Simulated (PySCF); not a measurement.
# Electron correlation in Cu²⁺ (copper, charge +2)

[Ar] 3d8 4s1, high-spin 4F determinant (an excited configuration). Computed with PySCF 2.14 in def2-QZVPPD (11s6p5d4f2g, 100 functions), with the non-relativistic Hamiltonian (point nucleus). Frozen: [Ne]; 17 electrons correlated.

MP2 pair energies summed by pair of shells (mhartree):

```
 pair   energy  share (%)
3d-3d  -241.52       42.5
3p-3d  -183.32       32.2
3p-3p   -43.38        7.6
3s-3d   -40.56        7.1
3d-4s   -25.34        4.5
3s-3p   -22.73        4.0
3p-4s    -7.00        1.2
3s-3s    -4.03        0.7
3s-4s    -0.71        0.1
```

Total MP2 correlation energy: -568.59 mhartree.

Same-spin part -185.39 and opposite-spin part -383.20 mhartree; SCS-MP2 scales them by 1/3 and 6/5 to -521.64 mhartree.

This basis was not built for core-valence correlation, so the inner-shell part is incomplete.
